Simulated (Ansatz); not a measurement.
Gas-phase electronic energies from Ansatz, PBE0-D4/def2-TZVP geometries. CCSD(T)/CBS adds triple-zeta CCSD(T) − MP2 to the extrapolated MP2 energy (def2 sets, frozen cores). DFT in def2-TZVPP. B3LYP here is the variant with VWN-RPA as its local correlation; programs differ in this. def2 core potentials past Kr. For I, In outer-core shells are correlated without core-valence functions, which leaves a few kJ/mol of doubt a bond. One conformer a species, not always the lowest.

Consider the formal exchange of groups at a B–In bond: `[BH2][InH][F]` + `ClCCI` → `BCCCl` + `[F][InH][I]`.

Is it downhill or uphill in electronic energy at CCSD(T)/CBS, and by how much? (Estimate.)

Computed: Downhill: ΔE = -192.7 kJ/mol.

What do these levels give: r2SCAN-D4, PBE, PBE0, B3LYP, HF/def2-TZVPP, MP2/def2-TZVPP, CCSD/def2-TZVPP, HF/def2-QZVPP, MP2/def2-QZVPP, SCS-MP2/def2-QZVPP, MP2/CBS(def2), CCSD/CBS(def2)? (Best estimate.)

Ansatz gave: r2SCAN-D4 -199.1, PBE -187.5, PBE0 -197.6, B3LYP -194.3, HF/def2-TZVPP -219.7, MP2/def2-TZVPP -191.7, CCSD/def2-TZVPP -190.3, HF/def2-QZVPP -219.9, MP2/def2-QZVPP -194.8, SCS-MP2/def2-QZVPP -192.2, MP2/CBS(def2) -197.1, CCSD/CBS(def2) -195.7 kJ/mol.

Largest T1 diagnostic among the species: 0.015.

In def2-TZVPP, CCSD(T) changes the Hartree–Fock value by +32.3 kJ/mol (the triples alone add +3.0 kJ/mol) and MP2 by +28.0 kJ/mol. From PBE to PBE0 (25 % exact exchange), in def2-TZVPP and without D4, ΔE moves by −10.2 kJ/mol.
